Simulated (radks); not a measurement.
The platinum ion Pt+, configuration [Xe] 4f14 5d9.

All-electron calculation, Dirac Kohn-Sham, LDA (Slater exchange, Perdew-Wang correlation), spin-unpolarised, spherical densities, finite nucleus; open shells are shared between the two j in proportion to 2j + 1; Fermi nuclear charge, rms radius 5.427 fm. Program: a radial shooting solver on a logarithmic mesh with Libxc functionals.

Energy parts (eV):
total: -501566.19
kinetic: 573327.77
electron-nucleus: -1260407.10
Hartree: 194942.85
exchange-correlation: -9429.70

Orbitals (lengths in bohr, moments of r in powers of bohr; r(max) is where P^2 peaks; r(90%) holds 90 % of the orbital's charge):
1s1/2: occ. 2; eigenvalue (eV) -78217.32; <r^4> 4.534e-07; r(90%) 0.0314; r(max) 0.01063; <r^2> 0.0004068
2s1/2: occ. 2; eigenvalue (eV) -13739.41; <r^4> 0.00006636; r(90%) 0.112; r(max) 0.06148; <r^2> 0.006153
2p1/2: occ. 2; eigenvalue (eV) -13177.15; <r^4> 0.00003949; r(90%) 0.0985; r(max) 0.04533; <r^2> 0.004359
2p3/2: occ. 4; eigenvalue (eV) -11450.15; <r^4> 0.00006038; r(90%) 0.110; r(max) 0.05260; <r^2> 0.005549
3s1/2: occ. 2; eigenvalue (eV) -3232.980; <r^4> 0.002423; r(90%) 0.275; r(max) 0.1730; <r^2> 0.04002
3p1/2: occ. 2; eigenvalue (eV) -2978.986; <r^4> 0.002115; r(90%) 0.266; r(max) 0.1615; <r^2> 0.03651
3p3/2: occ. 4; eigenvalue (eV) -2599.456; <r^4> 0.002893; r(90%) 0.288; r(max) 0.1763; <r^2> 0.04296
3d3/2: occ. 4; eigenvalue (eV) -2173.284; <r^4> 0.001927; r(90%) 0.261; r(max) 0.1374; <r^2> 0.03300
3d5/2: occ. 6; eigenvalue (eV) -2091.402; <r^4> 0.002118; r(90%) 0.267; r(max) 0.1414; <r^2> 0.03477
4s1/2: occ. 2; eigenvalue (eV) -700.4529; <r^4> 0.05502; r(90%) 0.596; r(max) 0.3905; <r^2> 0.1949
4p1/2: occ. 2; eigenvalue (eV) -592.5416; <r^4> 0.05893; r(90%) 0.608; r(max) 0.3888; <r^2> 0.1991
4p3/2: occ. 4; eigenvalue (eV) -501.9039; <r^4> 0.08026; r(90%) 0.657; r(max) 0.4196; <r^2> 0.2326
4d3/2: occ. 4; eigenvalue (eV) -324.3811; <r^4> 0.09732; r(90%) 0.691; r(max) 0.4130; <r^2> 0.2470
4d5/2: occ. 6; eigenvalue (eV) -307.5222; <r^4> 0.1070; r(90%) 0.707; r(max) 0.4226; <r^2> 0.2591
4f5/2: occ. 6; eigenvalue (eV) -80.4878; <r^4> 0.2158; r(90%) 0.828; r(max) 0.3820; <r^2> 0.3203
4f7/2: occ. 8; eigenvalue (eV) -77.0300; <r^4> 0.2294; r(90%) 0.840; r(max) 0.3867; <r^2> 0.3297
5s1/2: occ. 2; eigenvalue (eV) -110.1712; <r^4> 1.521; r(90%) 1.36; r(max) 0.8693; <r^2> 1.020
5p1/2: occ. 2; eigenvalue (eV) -75.6028; <r^4> 2.225; r(90%) 1.50; r(max) 0.9206; <r^2> 1.210
5p3/2: occ. 4; eigenvalue (eV) -60.5263; <r^4> 3.281; r(90%) 1.66; r(max) 1.002; <r^2> 1.462
5d3/2: occ. 3.6; eigenvalue (eV) -15.4474; <r^4> 18.07; r(90%) 2.52; r(max) 1.239; <r^2> 3.074
5d5/2: occ. 5.4; eigenvalue (eV) -14.0654; <r^4> 21.90; r(90%) 2.64; r(max) 1.282; <r^2> 3.365

The highest occupied level is 5d5/2 at -14.065 eV. The density falls to 0.001 e/bohr^3 at r = 3.85 bohr. Summed over all electrons, <r^2> = 49.08 bohr^2, which gives a Langevin (diamagnetic) susceptibility term of -38.9 x 10^-6 cm^3/mol.
